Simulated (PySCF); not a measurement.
F3Sb, charge -1, multiplicity 2. Atoms are numbered in the order given.

```xyz
4

Sb     0.0000     0.0000    -0.2587
F      0.0000    -2.1197    -0.1400
F      0.0000     0.0000     1.7458
F      0.0000     2.1197    -0.1400
```
Charge -1, spin multiplicity 2.

The structure is a stationary point at B3LYP-D3(BJ)/def2-SVPD. The multiplicity is an assumed one; other spin states were not compared. The isomer is the one that the SMILES or the coordinates give; other isomers of the formula were not compared. The def2 effective core potentials stand for the cores of Sb; spin–orbit coupling is left out.

These are CAM-B3LYP/def2-TZVPD (PySCF) values and carry that method's errors.

Mulliken values depend strongly on the basis, most of all with diffuse functions as here. ESP charges are fitted to the potential on shells at 1.4 to 2.0 van der Waals radii. Atomic charges (e):

| atom | Mulliken | ESP fit | Mulliken spin |
|---|---|---|---|
| Sb1 | 0.98 | (withheld) | 0.99 |
| F2 | -0.70 | (withheld) | 0.00 |
| F3 | -0.59 | (withheld) | 0.01 |
| F4 | -0.70 | (withheld) | 0.00 |

Fill in the missing entries. (The exact figures need the calculation; the answer reports its results.)


- Sb1, ESP fit: 0.38
- F2, ESP fit: -0.53
- F3, ESP fit: -0.32
- F4, ESP fit: -0.53
